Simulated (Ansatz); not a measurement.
`F[CH]1[GaH][Se]1` at its PBE0-D4/def2-TZVP geometry, where that method's forces vanish. Total charge 0; spin multiplicity 1.

```tsv
atom	x (Å)	y (Å)	z (Å)
F1	-0.7530	0.4645	1.6659
C2	0.2176	0.1985	0.7435
Ga3	-0.2312	0.0717	-1.1491
Se4	0.2722	-1.7402	0.1608
H5	1.1835	0.5115	1.1298
H6	-0.6891	0.4940	-2.5509
```

(1) For each bond, give half the difference of the two atoms' forces along it (eV/Å; positive pushes the atoms apart) under PBE-D4, r2SCAN-D4, B3LYP-D4, ωB97M-V in def2-TZVPP. (An estimate is asked.)

Results:

(1) Computed: 
```csv
bond,length (Å),PBE-D4,r2SCAN-D4,B3LYP-D4,ωB97M-V
F1–C2,1.365,0.45,0.28,0.33,0.37
C2–Ga3,1.949,0.07,-0.02,0.18,-0.05
C2–Se4,2.025,0.28,0.16,0.31,-0.13
C2–H5,1.086,0.04,-0.09,-0.24,-0.16
Ga3–Se4,2.292,0.39,0.10,0.39,-0.04
Ga3–H6,1.534,-0.11,-0.12,-0.19,-0.12
```

B3LYP here is the variant with VWN-RPA as its local correlation; programs differ in this.
